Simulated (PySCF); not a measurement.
# Computed data sheet: `[SiH2]1P[SiH2]P1`

Species: H₆P₂Si₂.
Cartesian coordinates in Å at the PBE0-D3(BJ)/def2-SVP level; atoms count from 1:
```xyz
10
H6P2Si2 angstrom
Si    -1.3650    0.1169   -0.4214
P      0.5481    0.0759   -1.6776
Si     1.3029    0.4831    0.4434
P     -0.4913   -0.2392    1.6632
H     -1.9374    1.4952   -0.4706
H     -2.4081   -0.8696   -0.8353
H      0.6616   -1.3354   -1.4473
H      2.6068   -0.1611    0.7861
H      1.4202    1.9616    0.6202
H     -0.1953   -1.5948    1.2988
```

From PBE0-D3(BJ)/def2-SVP geometry optimisation, gas phase (PySCF):

```
Point group                  : C2v
Rotational constants A, B, C : 3.409, 2.395, 1.541 GHz
```

From PBE0/def2-SVPD ground state, ΔSCF and vertical TDDFT (core frozen in the response) (PySCF):

```
Dipole moment                                                     : 0.63 D
HOMO energy                                                       : -6.83 eV
LUMO energy                                                       : -0.73 eV
HOMO–LUMO gap                                                     : 6.10 eV
Lowest singlet excitation                                         : 4.92 eV (252 nm, f = 0.000)
Strongest line among the 10 lowest singlet transitions            : S9 at 6.54 eV (190 nm, f = 0.110)
Lowest triplet excitation (Tamm–Dancoff)                          : 4.30 eV
Static isotropic polarisability                                   : 107.7 au
Vertical ionisation energy                                        : 8.61 eV
Electronic spatial extent ⟨r²⟩ about the centre of nuclear charge : 795 bohr²
```

From B3LYP/pcSseg-2 ground state and GIAO shieldings, non-relativistic (PySCF):

```
1H chemical shifts (computed TMS as zero) by class          : 5.04 (H5/H6/H8/H9), 2.01 (H7/H10) ppm
Isotropic shieldings of nuclei other than C and H, by class : 366 (Si1/Si3), 470 (P2/P4) ppm
```

delta-SCF UKS SCAN, pcX-2 on the ionised atom, pcseg-1 elsewhere, spin-free X2C; 2p3/2 from a spin–orbit splitting computed afterwards within the 2p shell (PySCF):

```
Core binding energies : Si2p3/2 106.9 (Si1/Si3), P2p3/2 135.9 (P2/P4), Si1s 1846.6 (Si1/Si3), P1s 2149.4 (P2/P4) eV
```

Monoisotopic mass from the formula: 123.9483 u.

The vertical singlet–triplet gap S1 − T1 is 0.62 eV (TDDFT singlet less Tamm–Dancoff triplet; S1: HOMO→LUMO, weight 0.98; T1: HOMO→LUMO, weight 0.96). The 10 singlets span 4.92 to 6.61 eV, and their oscillator strengths add up to 0.14. With B = h/(8π²I), that is 505.379 GHz u Å² over I, the principal moments of inertia are 148.3, 211.0 and 327.9 u Å² (most abundant isotopes). The ΔSCF ionisation energy exceeds −ε(HOMO) by 1.78 eV with PBE0. The largest Löwdin shares of the LUMO are 0.23 on P2, 0.23 on P4, 0.19 on Si3 and 0.19 on Si1. No computed singlet falls in the visible range (750 to 380 nm, 1.65 to 3.26 eV); S1 lies 1.66 eV above its blue end.

Geometry: PBE0-D3(BJ)/def2-SVP; no solvent or vibrations. NMR classes are plain means over equivalent atoms (diastereotopic ones count apart unless rotation or inversion swaps them), as if these changed places fast; in this geometry the members of some classes differ.
